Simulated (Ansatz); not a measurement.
Stepwise reaction of `[CH3][Sn]([CH3])([F])[F]` with hydrogen chloride, as a gas-phase model of exchange steps in deposition or etching. ΔE in kJ/mol.

Isolated molecules relaxed with PBE0-D4/def2-TZVP in Ansatz; ΔE leaves out vibrations. CCSD(T)/CBS adds triple-zeta CCSD(T) − MP2 to the extrapolated MP2 energy (def2 sets, frozen cores). This one scheme is used for every species. Functionals use def2-TZVPP. B3LYP here is the variant with VWN-RPA as its local correlation; programs differ in this. def2 core potentials past Kr. For Sn outer-core shells are correlated without core-valence functions, which leaves a few kJ/mol of doubt a bond.

| step | reaction | PBE-D4 | B3LYP-D4 | ωB97M-V | CCSD(T)/CBS |
| --- | --- | --- | --- | --- | --- |
| 1 | `[CH3][Sn]([CH3])([F])[F]` + HCl → `[CH3][Sn]([F])([F])[Cl]` + CH₄ | -97.5 | -101.8 | -98.0 | -94.8 |
| 2 | `[CH3][Sn]([F])([F])[Cl]` + HCl → `[F][Sn]([F])([Cl])[Cl]` + CH₄ | -68.4 | -71.9 | -69.6 | -66.7 |

(1) By hand: ΔE of the 2 steps together at CCSD(T)/CBS.

Results:

(1) (-94.8) + (-66.7) = -161.5 kJ/mol, or -80.8 kJ/mol a step.

In ΔE each step is higher than the one before. All are downhill at CCSD(T)/CBS. PBE-D4 differs from CCSD(T)/CBS by -2.7 to -1.7 kJ/mol a step. Isolated molecules leave out the surface, adducts and barriers. Largest T1 diagnostic: 0.013.
